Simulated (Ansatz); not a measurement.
Coupled-cluster diagnostics for SiH2Me(NHMe) (C2H9NSi), Ansatz.

Geometry of the singlet (PBE-D4/def2-SVP):

```
atom   x (Å)   y (Å)   z (Å)
  C1   0.743  -0.881  -1.869
  C2  -0.538   1.239   1.698
  N3  -0.199   0.820   0.349
 Si4   0.019  -0.848  -0.129
  H5   0.953  -1.467   0.881
  H6  -1.241  -1.696  -0.122
  H7   0.929  -1.925  -2.193
  H8   1.700  -0.324  -1.913
  H9   0.043  -0.428  -2.601
 H10  -0.565   1.449  -0.372
 H11  -1.627   1.184   1.946
 H12  -0.009   0.596   2.433
 H13  -0.208   2.283   1.892
```

Correlated methods freeze 8 core orbitals.

Question: Estimate the CCSD(T) correlation energy, the shares of MP2 and (T), T1 and the reference's ⟨S²⟩ for: charge 0, singlet, own geometry in def2-TZVP; and the rough time on 2 threads of Arm Neoverse V1 on a shared host.

Answer: 
```csv
state,basis,correlation (eV),MP2 share (%),(T) share (%),T1,⟨S²⟩ (pure),wall time
"charge 0, singlet, own geometry",def2-TZVP,-20.574,89.2,3.5,0.010,0.00 (0.00),55 s
```
Customary marks for T1 are 0.02 (closed shells), 0.045 (open shells) and about 0.05 (3d metals). T1 stays under 0.02 throughout.
